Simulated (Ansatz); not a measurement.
Reaction (SMILES): CCC([SeH])CC + 5 [H][H] (H2) → 5 C (CH4) + [SeH2] (H2Se)
Each molecule is optimised on its own at B3LYP-D3(BJ)/def2-TZVP (Ansatz, an electronic-structure program), one conformer each, not searched for the lowest.

Wanted: energy of full hydrogenation (electronic energy difference), in kJ/mol. Correlated levels leave the core frozen unless marked. No spin-orbit coupling. The frozen core is the preceding noble-gas configuration, with the filled d and f shells of earlier blocks. Non-relativistic. Basis-set limits of correlation are two-point, X^-3; Hartree-Fock from the larger set. The bracket is a focal-point correction in the basis named.

| level | program | energy of full hydrogenation (kJ/mol) | minus last row |
|---|---|---|---|
| HF/aug-cc-pVDZ | Ansatz | -439.5 | -103.3 |
| HF/aug-cc-pVTZ | Ansatz | -443.6 | -107.4 |
| B97M-V/def2-TZVPD | Ansatz | -372.7 | -36.5 |
| PBE0-D3(BJ)/def2-TZVP | Ansatz + dftd3 | -340.0 | -3.8 |
| r2SCAN0-D4/def2-TZVPD | Ansatz + dftd4 | -349.2 | -13.0 |
| wB97M-V/def2-TZVPD | Ansatz | -340.1 | -3.9 |
| B2PLYP-D4/def2-TZVPD | Ansatz + dftd4 | -340.8 | -4.6 |
| CCSD/cc-pVDZ | Ansatz | -360.6 | -24.4 |
| RI-MP2/CBS(aug-cc-pVTZ,aug-cc-pVQZ)+[CCSD(T)-MP2]/aug-cc-pVDZ | Ansatz | -331.6 | 4.6 |
| CCSD(T)/CBS(cc-pVTZ,cc-pVQZ) | Ansatz | -336.2 | 0.0 |
